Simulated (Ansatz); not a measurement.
Consider the redistribution: `F[SiH2]S[SiH2]F` + `C=CB(N)[SiH3]` → `C=CB(N)[SiH2]F` + `F[SiH2]S[SiH3]`.

Calculated with Ansatz (gas phase, PBE0-D4/def2-TZVP geometries, no zero-point term in ΔE). CCSD(T)/CBS adds triple-zeta CCSD(T) − MP2 to the extrapolated MP2 energy (def2 sets, frozen cores). This one scheme is used for every species. Functionals use def2-TZVPP. B3LYP here is the variant with VWN-RPA as its local correlation; programs differ in this. Each species was taken in one conformer, which may not be the lowest.

```tsv
level	ΔE (kcal/mol)	difference from CCSD(T)/CBS
r2SCAN-D4	4.2	0.6
PBE0-D4	3.8	0.2
B3LYP-D4	3.3	-0.3
ωB97M-V	3.8	0.2
PBE	3.8	0.2
B3LYP	3.2	-0.4
HF/def2-TZVPP	2.6	-1.0
CCSD(T)/def2-TZVPP	3.7	0.1
SCS-MP2/def2-QZVPP	3.3	-0.3
HF/CBS(def2)	2.6	-1.0
CCSD(T)/CBS	3.6	0
```

Largest T1 diagnostic among the species: 0.013.

In def2-TZVPP, CCSD(T) changes the Hartree–Fock value by +1.2 kcal/mol (the triples alone add +0.2 kcal/mol) and MP2 by +1.2 kcal/mol.

CCSD(T)/CBS has its own doubt, a few kJ/mol and more with outer-core shells, so smaller differences from it don't rank the levels.
